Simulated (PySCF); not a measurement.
C3H8N2Si, SMILES C#CC[SiH](N)N.

The structure is a stationary point at B3LYP-D3(BJ)/def2-SVP. The structure was generated by enumeration, and PubChem lists no compound with its InChIKey, so it may never have been made. Other conformers were not sampled.

Two levels are set side by side: PBE/def2-TZVP (PySCF) and PBE0/def2-TZVP (PySCF). Same geometry, gas phase. Differences are taken from unrounded values.

```
quantity                      PBE0
---------------------------  -----
orbital gap (eV)              7.77
highest occupied level (eV)  -6.86
lowest empty level (eV)       0.90
dipole moment (D)             1.37
mean polarisability (bohr³)   73.6
```

What does PBE give, and how far is it from PBE0? (Estimate from the structure and the level; the computed values follow.)


| quantity | PBE | PBE minus PBE0 |
|---|---|---|
| orbital gap (eV) | 5.66 | -2.11 |
| highest occupied level (eV) | -5.62 | 1.25 |
| lowest empty level (eV) | 0.05 | -0.86 |
| dipole moment (D) | 1.46 | 0.09 |
| mean polarisability (bohr³) | 76.7 | 3.2 |

Without exact exchange PBE keeps part of each electron's self-repulsion, which lifts occupied levels and narrows the gap. PBE's more diffuse valence density responds more strongly to a field. Differences between two approximate levels are no errors against the true value.

Rough cost on one machine, each run with all the roots and properties that it gave: PBE0 against PBE within a factor of 2.
